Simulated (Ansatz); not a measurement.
Harmonic frequencies (cm⁻¹) at PBE0-D4/def2-TZVP from Ansatz: 100, 115, 176, 306, 395, 479, 594, 616, 665, 852, 930, 934, 941, 1927, 2211, 2229, 2241, 3886.

Each molecule was computed in one conformer, which needn't be the lowest.

Which molecule is it?
A. `[OH][SbH][SiH3]`
B. `[SiH3][O][SbH2]`
C. `O[Si@]1(Cl)O[C@@H]1F`
D. `FC([SiH3])Cl`

A.
